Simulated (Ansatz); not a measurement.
Mulliken charges of B$_{2}$H$_{4}$OS (`OBBS`) from PBE/def2-TZVPP in Ansatz (PBE0-D4/def2-TZVP geometry).

| atom | x (Å) | y (Å) | z (Å) | charge (e) |
| --- | --- | --- | --- | --- |
| O1 | -1.438 | -1.001 | 0.782 | -0.212 |
| B2 | -0.950 | -0.044 | -0.047 | 0.026 |
| B3 | 0.660 | 0.445 | 0.058 | 0.000 |
| S4 | 1.915 | -0.457 | -0.805 | -0.124 |
| H5 | -2.373 | -1.181 | 0.648 | 0.205 |
| H6 | -1.703 | 0.466 | -0.845 | -0.038 |
| H7 | 0.987 | 1.425 | 0.662 | 0.027 |
| H8 | 2.994 | 0.290 | -0.508 | 0.116 |

Task: By hand: the dipole of these point charges (1 e Å = 4.8032 D).

Result: Σ q r = (-0.005, 0.080, 0.057) e Å, of length 0.098 e Å = 0.47 D.

Task: How does the dipole of the full density compare? (Estimate.)

Result: Ansatz gave: (-0.150, 0.028, -0.008) e Å, 0.73 D; the point charges give 0.64 times that, at 80° from its direction.

Point charges leave out the atoms' own dipoles, such as those of lone pairs, and Mulliken's split depends on the basis, so the two needn't agree.
